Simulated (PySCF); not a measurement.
A PySCF script (with the pyscf-properties extension) for the NMR shieldings of `CC(=S)CC1=C[SiH2]C=CC1`, C$_{8}$H$_{12}$SSi, on a GFN2-xTB geometry:

```python
import basis_set_exchange as bse
import numpy as np
from pyscf import gto, dft
from pyscf.prop import nmr

atoms = """
C     2.768801   -0.523683    0.846401
C     2.238819    0.516221   -0.074723
S     2.531912    2.098952    0.161309
C     1.364776    0.046332   -1.192552
C    -0.053706   -0.068323   -0.648897
C    -0.530288   -1.230000   -0.214735
Si   -2.239515   -1.413680    0.527055
C    -2.741837    0.377853    0.705255
C    -2.036150    1.364194    0.167430
C    -0.787344    1.237119   -0.645713
H     1.956751   -1.167862    1.185032
H     3.257946   -0.070857    1.704712
H     3.489926   -1.150393    0.318984
H     1.385599    0.766821   -2.011318
H     1.700193   -0.928178   -1.550854
H     0.107418   -2.103503   -0.275569
H    -3.138628   -2.158894   -0.366254
H    -2.161812   -2.102560    1.824170
H    -3.633239    0.629128    1.264090
H    -2.358465    2.395018    0.282472
H    -0.090192    2.020055   -0.321227
H    -1.041376    1.485628   -1.685917
"""
names = dict.fromkeys(["C", "S", "Si", "H"], "pcSseg-1")
basis = {el: gto.basis.parse(bse.get_basis(n, elements=[el], fmt="nwchem")) for el, n in names.items()}
mol = gto.M(atom=atoms, basis=basis, charge=0, verbose=0)
mf = dft.RKS(mol, xc="PBE0")
mf.grids.level = 2
mf.grids.alignment = dft.numint.BLKSIZE   # the property module wants whole blocks of grid points
mf.conv_tol = 1e-9
mf.kernel()

calc = nmr.RKS(mf)   # GIAO
C = mf.mo_coeff
Co = C[:, mf.mo_occ > 0]
resp = mf.gen_response(singlet=True, hermi=2)
def vind(x):   # induced exchange potential for any number of trial vectors
    d = np.einsum("pi,xij,qj->xpq", C, 2 * x.reshape(-1, C.shape[1], Co.shape[1]), Co, optimize=True)
    return np.einsum("xpq,pi,qj->xij", resp(d - d.transpose(0, 2, 1)), C, Co, optimize=True).ravel()
mo1, _ = nmr.rhf.solve_mo1(calc, with_cphf=vind)
sigma = calc.kernel(mo1)
for i, s in enumerate(sigma):   # ppm
    print("%2d %-2s %9.2f" % (i, mol.atom_pure_symbol(i), np.trace(s) / 3))
```

Question: What does it print?

Answer: 
```
 0 C     145.35
 1 C     -85.84
 2 S    -487.17
 3 C     116.20
 4 C      26.74
 5 C      61.08
 6 Si    423.15
 7 C      63.92
 8 C      30.69
 9 C     151.17
10 H      27.94
11 H      28.73
12 H      28.96
13 H      28.06
14 H      27.56
15 H      25.41
16 H      27.00
17 H      27.00
18 H      25.59
19 H      24.61
20 H      27.61
21 H      29.05
```

These numbers come from an equivalent density-fitted implementation of the same equations, which agrees with the script to about 0.01 ppm for H and up to a few tenths of a ppm for heavy atoms, so last digits may differ.

Question: Turn these shieldings into chemical shifts. Scale: ¹³C (186.93 ppm) and ²⁹Si (349.16 ppm) and ¹H (31.72 ppm) against TMS; ³³S (503.73 ppm) vs CS2 (reference shieldings calculated alike).

Answer: Averaging equivalent atoms: C 1: 272.8; C 4: 160.2; C 8: 156.2; C 5: 125.8; C 7: 123.0; C 3: 70.7; C 0: 41.6; C 9: 35.8; S 2: 991; Si 6: -74.0; H 19: 7.11; H 15: 6.31; H 18: 6.13; H 16/17: 4.71; H 13/14: 3.91; H 20/21: 3.38; H 10/11/12: 3.17 ppm. 

Size and cost of the density-fitted run: 244 basis functions, 85 s wall time on 1 thread of an Arm Neoverse V2, shared host; peak memory 1.2 GiB.
